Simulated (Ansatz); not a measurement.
`Sc1cnc(-c2cnc(-c3cnc(S)nc3)nc2)nc1`. Charge 0, multiplicity 3. Geometry PBE-D4/def2-SVP, that of the neutral singlet; atoms count from 1.

```xyz
28

S     6.9763    1.1183    0.5453
C     5.2359    0.8941    0.3919
C     4.3795    1.7286   -0.3632
N     3.0692    1.5158   -0.4525
C     2.5618    0.4550    0.2126
C     1.1122    0.2112    0.1073
C     0.2575    1.0518   -0.6395
N    -1.0531    0.8314   -0.7471
C    -1.5484   -0.2499   -0.1025
C    -2.9933   -0.5074   -0.2253
C    -3.6149   -1.6131    0.3963
N    -4.9230   -1.8600    0.2897
C    -5.6280   -0.9841   -0.4543
S    -7.3640   -1.2549   -0.6363
N    -5.1585    0.1033   -1.0943
C    -3.8484    0.3313   -0.9747
N    -0.8252   -1.1156    0.6443
C     0.4837   -0.8820    0.7437
N     3.2883   -0.4004    0.9646
C     4.5989   -0.1836    1.0522
H     7.0427    2.2262   -0.2458
H     4.7864    2.5992   -0.9121
H     0.6782    1.9293   -1.1603
H    -3.0060   -2.3099    0.9974
H    -7.3513   -2.3815    0.1302
H    -3.4300    1.2145   -1.4871
H     1.0888   -1.5788    1.3489
H     5.1845   -0.8888    1.6706
```

Single mean-field runs in def2-TZVP are fitted with def2-universal-jkfit. At PBE0-D4/def2-TZVP a singlet of charge 0 lies 2.84 eV below the triplet at the same geometry.

Problem. Estimate the Mulliken populations from the PBE0/def2-TZVP orbitals of Ansatz.

Solution. 
```csv
atom,charge (e),spin (α − β)
S1,-0.11,0.12
C2,0.14,0.27
C3,-0.13,-0.07
N4,-0.22,0.13
C5,0.18,0.06
C6,0.11,0.34
C7,-0.11,0.12
N8,-0.22,0.02
C9,0.24,0.34
C10,0.03,0.02
C11,-0.08,0.15
N12,-0.23,-0.05
C13,0.22,0.17
S14,-0.10,0.12
N15,-0.21,-0.05
C16,-0.08,0.15
N17,-0.22,0.02
C18,-0.11,0.11
N19,-0.23,0.13
C20,-0.10,-0.06
H21,0.17,0.00
H22,0.13,0.00
H23,0.15,-0.01
H24,0.16,-0.01
H25,0.18,0.00
H26,0.16,-0.01
H27,0.15,-0.01
H28,0.14,0.00
```
Mulliken values depend strongly on the basis.

Problem. Where does the spin sit?

Solution. Summed by element: S 0.25, C 1.60, N 0.19, H -0.03, of 2 unpaired in all. Largest on single atoms: C9 0.34, C6 0.34, C2 0.27.

Problem. And the Mayer bond orders between heavy atoms (over 0.3)?

Solution. S1–C2 1.14 (1.76 Å); C2–C3 1.23 (1.41 Å); C2–C20 1.23 (1.42 Å); C3–N4 1.65 (1.33 Å); N4–C5 1.29 (1.35 Å); C5–C6 1.19 (1.47 Å); C5–N19 1.31 (1.35 Å); C6–C7 1.12 (1.41 Å); C6–C18 1.12 (1.41 Å); C7–N8 1.72 (1.33 Å); N8–C9 1.23 (1.35 Å); C9–C10 1.16 (1.47 Å); C9–N17 1.23 (1.35 Å); C10–C11 1.24 (1.41 Å); C10–C16 1.24 (1.41 Å); C11–N12 1.58 (1.34 Å); N12–C13 1.38 (1.35 Å); C13–S14 1.18 (1.77 Å); C13–N15 1.38 (1.35 Å); N15–C16 1.58 (1.34 Å); N17–C18 1.72 (1.33 Å); N19–C20 1.64 (1.33 Å).
